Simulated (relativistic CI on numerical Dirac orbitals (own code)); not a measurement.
## C⁴⁺: calculation against measurement

Computed by Dirac-Coulomb-Breit CI, separate exchange-only KLI orbitals for each configuration, model QED (radiative potential, 1s self-energy scaled to tabulated hydrogen-like ionisation energies), valence Slater integrals scaled by 0.85, P86 correlation energy added to each configuration (own radial code, finite nucleus).

Configuration list: 1s², 1s2s, 1s2p, 1s3s, 1s3p, 1s3d, 1s4s, 1s4p, 1s4d, 1s4f, 1s5s, 1s5p, 1s5d, 1s5f, 1s5g, 1s6s, 1s6p, 1s6d. Levels of other configurations are missing.

| Configuration | Term (tabulated) | J | Measured (cm⁻¹) | Computed | Error | Purity (%) |
| --- | --- | --- | --- | --- | --- | --- |
| 1s² | 1S | 0 | 0.0 | 0 | 0 | 100 |
| 1s2s | 3S | 1 | 2411262.0 | 2407292 | -3970 | 100 |
| 1s2s | 1S | 0 | 2455024.0 | 2444570 | -10454 | 100 |
| 1s2p | 3P° | 1 | 2455148.0 | 2452484 | -2664 | 100 |
| 1s2p | 3P° | 0 | 2455161.0 | 2452502 | -2659 | 100 |
| 1s2p | 3P° | 2 | 2455284.0 | 2452615 | -2669 | 100 |
| 1s2p | 1P° | 1 | 2483371.0 | 2478760 | -4611 | 100 |
| 1s3s | 3S | 1 | 2839562.0 | 2835230 | -4332 | 100 |
| 1s3d | 3D | 3 | 2857315.0 | 2850923 | -6392 | 100 |
| 1s3d | 1D | 2 | 2857529.0 | 2851160 | -6369 | 100 |
| 1s3p | 1P° | 1 | 2859375.0 | 2854932 | -4443 | 100 |
| 1s4d | 1D | 2 | 2990923.0 | 2985833 | -5090 | 100 |
| 1s4p | 1P° | 1 | 2991710.0 | 2987255 | -4455 | 100 |
| 1s5p | 1P° | 1 | 3053044.0 | 3048780 | -4264 | 100 |
| 1s6p | 1P° | 1 | 3086439.0 | 3082389 | -4050 | 100 |

Measured levels from Moore, Selected Tables of Atomic Spectra, NSRDS-NBS 3, section 3; pairs were made by configuration, J and term (by order where the table uses no LS term), so strongly mixed levels may be paired wrongly.

Mean error by configuration (cm⁻¹): 1s2s -7212; 1s2p -3151; 1s3s -4332; 1s3d -6380; 1s3p -4443; 1s4d -5090; 1s4p -4455; 1s5p -4264; 1s6p -4050. Over the excited levels the mean absolute error is 4744 cm⁻¹ (14 of the 14 excited levels that our extract of the source holds in range could be paired), and the median relative error of those above 1,000 cm⁻¹ is 0.15 %.
